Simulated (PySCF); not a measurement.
# GeF⁻ at UHF

Level: UHF. basis Ge aug-pcseg-1, F aug-pcseg-1; no relativity; PySCF 2.14.

For GeF⁻, the state is ³Σ⁻ (triplet), unpaired electrons π ↑↑, the bond length is 0.1867 nm and the harmonic wavenumber is 515 cm⁻¹. The force constant is 2.36 mdyn/Å. The rotational constant Be is 0.3199 cm⁻¹ and the anharmonicity ωexe is 3.66 cm⁻¹. The vibration–rotation constant αe is 0.00294 cm⁻¹ and the bond order (Mayer) is -0.13. The dipole moment (positive dipole points towards F; it is taken about the centre of mass and depends on that origin) is -0.57 D.

Spin–orbit coupling is left out. Hartree–Fock leaves out correlation, which carries a large part of most bond energies and some tenths to 1 eV of ionisation energies. The state is the lowest determinant that a PBE0 search found; another state may lie lower at other levels.
